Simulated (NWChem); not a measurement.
# MoNHOBrF; SMILES [O]=[Mo]([F])(=[NH])[Br]

Results from NWChem. Structure relaxed at the PBE0/def2-SVP (def2 core potentials past Kr) level. Not confirmed as a minimum by frequencies.

Problem. What does the run give for B3LYP/3-21G, non-relativistic? Quantities: highest occupied level (eV); orbital gap (eV); dipole (D).

Solution. The highest occupied level (eV) comes out as -7.99. The orbital gap (eV) is 4.76 and the dipole (D) comes out as 2.30.
